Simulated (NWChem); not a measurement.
SnHI, singlet; SMILES [SnH][I]

```xyz
3

Sn    -0.0253     1.3972     0.0000
H      1.7574     1.4877     0.0000
I     -0.0093    -1.3462     0.0000
```
Atoms are numbered in this order, from 1.

Computed with NWChem. Low-valent species are run as closed-shell singlets; no triplet was tried in these runs. Coordinates come from a PBE0/def2-SVP optimisation. def2 effective core potentials on Sn, I; no spin-orbit coupling. Ions are spin-unrestricted doublets at the neutral geometry; other ion states weren't tried.

Question: Estimate the computed values for PBE0/def2-SVPD. Quantities: vertical ionisation energy, ΔSCF (eV); −ε(HOMO) (eV).

Answer: 
| Item | Result |
|---|---|
| vertical ionisation energy, ΔSCF (eV) | 8.76 |
| −ε(HOMO) (eV) | 6.78 |
